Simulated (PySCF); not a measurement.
Vertical excitations of a molecule C3H8ClFSi from TDDFT-LC-ωPBE/def2-SVPD (PySCF), as energy in eV (oscillator strength): 8.36 (0.025), 8.59 (0.006), 9.17 (0.017), 9.21 (0.100), 9.60 (0.072), 9.67 (0.018), 9.72 (0.003), 9.80 (0.021), 9.91 (0.001), 10.10 (0.072). Lowest triplet (TDA): 7.83 eV. Geometry optimised at PBE0-D3(BJ)/def2-SVP. One conformer was computed; it need not be the lowest.

Q: Pick the molecule that these values belong to.
A) FC[SiH2]CCCl
B) CCC[Si@H](F)Cl
C) C[C@@H](F)C[SiH2]Cl
D) C[C@@](F)([SiH3])CCl

A: B, CCC[Si@H](F)Cl
